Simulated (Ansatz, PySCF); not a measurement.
Process, species as SMILES: B=[N] (BNH) -> B=[N-] (an electron is taken up)

Property: adiabatic electron affinity (0 K, with zero-point energies), in eV. Positive where the reaction releases energy. Terms: six Cartesian d functions in 6-31G* and its kin unless marked 5d; frozen cores in correlated levels; LANL2DZ all-electron up to Ne; non-relativistic; 6-311+G** with 5d; open shells spin-unrestricted; spin-orbit terms left out; dispersion terms only where a functional's name holds one. CBS marks a two-point X^-3 extrapolation of the correlation energy; Hartree-Fock from the larger set. First-principles rows: single points at B3LYP-D3(BJ) geometries (Ansatz, a quantum-chemistry and plane-wave program), with unscaled harmonic terms from B3LYP/6-31G* at its own minima. Sets without +, aug- or the D of def2-TZVPD hold no diffuse functions, which anions need. A UHF reference is markedly spin-contaminated in at least one set, which strains HF and MP2.

Coupled cluster (Ansatz) is a level with limits of its own, used here on species with T1 under 0.025 (0.045 for open shells) and stable references: CCSD(T)/CBS(aug-cc-pVTZ,aug-cc-pVQZ).

Value to compare with, CCSD(T)/CBS(aug-cc-pVTZ,aug-cc-pVQZ) (Ansatz): 3.03 eV.

```json
[
 {"level": "HF/STO-3G", "program": "Ansatz", "adiabatic electron affinity (0 K, with zero-point energies) (eV)": "-3.00", "difference": "-6.03"},
 {"level": "HF/6-31G*", "program": "Ansatz", "adiabatic electron affinity (0 K, with zero-point energies) (eV)": "0.59", "difference": "-2.44"},
 {"level": "SVWN5/6-31G*", "program": "Ansatz", "adiabatic electron affinity (0 K, with zero-point energies) (eV)": "2.60", "difference": "-0.43"},
 {"level": "PBE/3-21G", "program": "Ansatz", "adiabatic electron affinity (0 K, with zero-point energies) (eV)": "2.39", "difference": "-0.64"},
 {"level": "PBE/6-311+G**", "program": "Ansatz", "adiabatic electron affinity (0 K, with zero-point energies) (eV)": "3.03", "difference": "0.00"},
 {"level": "B3LYP/6-311+G**", "program": "Ansatz", "adiabatic electron affinity (0 K, with zero-point energies) (eV)": "2.93", "difference": "-0.10"},
 {"level": "PBE0/6-311+G**", "program": "Ansatz", "adiabatic electron affinity (0 K, with zero-point energies) (eV)": "2.82", "difference": "-0.21"},
 {"level": "M06-2X/6-31G* (5d)", "program": "PySCF", "adiabatic electron affinity (0 K, with zero-point energies) (eV)": "2.21", "difference": "-0.82"},
 {"level": "M06-2X/6-311+G**", "program": "PySCF", "adiabatic electron affinity (0 K, with zero-point energies) (eV)": "2.86", "difference": "-0.17"},
 {"level": "MP2/STO-3G", "program": "Ansatz", "adiabatic electron affinity (0 K, with zero-point energies) (eV)": "-1.16", "difference": "-4.19"},
 {"level": "MP2/3-21G", "program": "Ansatz", "adiabatic electron affinity (0 K, with zero-point energies) (eV)": "2.29", "difference": "-0.74"},
 {"level": "MP2/LANL2DZ", "program": "Ansatz", "adiabatic electron affinity (0 K, with zero-point energies) (eV)": "2.84", "difference": "-0.19"},
 {"level": "MP2/6-31G*", "program": "Ansatz", "adiabatic electron affinity (0 K, with zero-point energies) (eV)": "2.29", "difference": "-0.74"},
 {"level": "r2SCAN-D4/def2-TZVPD", "program": "Ansatz + dftd4", "adiabatic electron affinity (0 K, with zero-point energies) (eV)": "2.79", "difference": "-0.24"},
 {"level": "wB97X-V/def2-TZVPD", "program": "Ansatz", "adiabatic electron affinity (0 K, with zero-point energies) (eV)": "2.76", "difference": "-0.27"}
]
```

Among the 13 habitual levels, HF/STO-3G lies farthest from CCSD(T)/CBS(aug-cc-pVTZ,aug-cc-pVQZ) (Ansatz) (-6.03 eV) and PBE/6-311+G** nearest (0.00); 0 of 13 lie above it, and their mean absolute difference is 1.28 eV, the median 0.64. One case shows no general order.

The levels are drawn from those run, B3LYP/6-31G* more often than the rest, none by its result; runs whose electronic state is in doubt are left out.
